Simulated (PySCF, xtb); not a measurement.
HO3, SMILES [O]OO, multiplicity 2. The values are those of a single conformer.

Harmonic wavenumbers (cm⁻¹) from xtb with GFN2-xTB at its own minimum, in rising order: 266, 513, 842, 1143, 1348, 3480.

Problem. What does PBE-D3(BJ)/def2-TZVP (PySCF) give at its own minimum? (Estimate from the structure and the level; the computed values follow.)

Solution. 245, 416, 619, 1128, 1405, 3615. Paired by order, the mean absolute difference is 91 cm⁻¹ and the zero-point energies are 10.9 and 10.6 kcal/mol.
